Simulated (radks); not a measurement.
Isoelectronic series with 26 electrons, each ion in its NIST ground configuration. All-electron calculation, scalar-relativistic Kohn-Sham, LDA (Slater exchange, Perdew-Wang correlation), spin-polarised, spherical densities, finite nucleus; open shells are filled with parallel spins first (spin-orbit coupling, left out, can overturn this in heavy ions); Fermi nuclear charge, rms radius of each element as measured or else 0.836 A^(1/3) + 0.57 fm. Program: a radial shooting solver on a logarithmic mesh with Libxc functionals. Total energies (hartree) and mean radii <r> (bohr) (* marks an orbital that is empty in some or all of the ions):

ion    configuration  E (hartree)  4s down*  3d down  4s up*
Fe      [Ar] 3d6 4s2  -1270.31406     3.074    1.214   2.897
Cu3+        [Ar] 3d8  -1649.74318     2.057   0.8633   2.034
Ge6+        [Ar] 3d8  -2084.35498     1.551   0.6577   1.541
Br9+        [Ar] 3d8  -2574.10577     1.263   0.5409   1.257
Nb15+       [Ar] 3d8  -3721.03192    0.9326   0.4048  0.9299
Ru18+       [Ar] 3d8  -4379.56666    0.8264   0.3606  0.8243
Ag21+       [Ar] 3d8  -5095.90875    0.7421   0.3254  0.7405
Sn24+       [Ar] 3d8  -5871.00013    0.6734   0.2966  0.6721
I27+        [Ar] 3d8  -6705.89609    0.6161   0.2726  0.6151
Ba30+       [Ar] 3d8   -7601.7649    0.5675   0.2522  0.5667
Pr33+       [Ar] 3d8   -8559.9026    0.5258   0.2346  0.5250
Sm36+       [Ar] 3d8   -9581.7009    0.4894   0.2193  0.4888
Tb39+       [Ar] 3d8  -10668.8117    0.4574   0.2059  0.4569
Er42+       [Ar] 3d8  -11822.8511    0.4290   0.1940  0.4285
Lu45+       [Ar] 3d8  -13045.8207    0.4036   0.1834  0.4032
W48+        [Ar] 3d8  -14339.9125    0.3807   0.1738  0.3803
Ir51+       [Ar] 3d8  -15707.3989    0.3600   0.1652  0.3596
Hg54+       [Ar] 3d8  -17150.8989    0.3410   0.1574  0.3407

Estimate the row of Sr12+ ([Ar] 3d8).

Answer. E (hartree) -3119.45737; 4s down* 1.071; 3d down 0.4623; 4s up* 1.068.
